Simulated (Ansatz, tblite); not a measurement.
Forces on Cu₃S₂ at its r2SCAN-D4/def2-SVP geometry. Total charge 0; doublet.

The xTB rows come from tblite. No other spin state of charge 0 was run. Another isomer (doublet) lies 1.35 eV lower at PBE0-D4/def2-TZVP; other spin states weren't run for this one.

GFN1-xTB (tblite), largest force 0.20 eV/Å:

```xyz
5
positions Å, forces eV/Å
Cu   -0.815    0.923    1.205   -0.120    0.014   -0.156
Cu    1.313   -0.350    1.058    0.051   -0.095   -0.165
Cu   -0.185   -0.213   -0.842    0.039    0.045    0.177
S     1.667   -1.296   -0.830   -0.080    0.079    0.077
S    -1.979    0.936   -0.591    0.110   -0.042    0.066
```

GFN2-xTB (tblite), largest force 0.60 eV/Å:

```
Cu 0.133 0.139 0.566
Cu 0.118 0.148 0.568
Cu -0.085 -0.098 -0.388
S 0.064 -0.183 -0.383
S -0.229 -0.005 -0.364
```

PBE-D4/def2-TZVP (Ansatz), largest force 0.54 eV/Å:

```
Cu -0.348 0.306 0.278
Cu 0.459 -0.179 0.224
Cu -0.102 -0.117 -0.461
S -0.093 0.050 -0.015
S 0.083 -0.060 -0.026
```
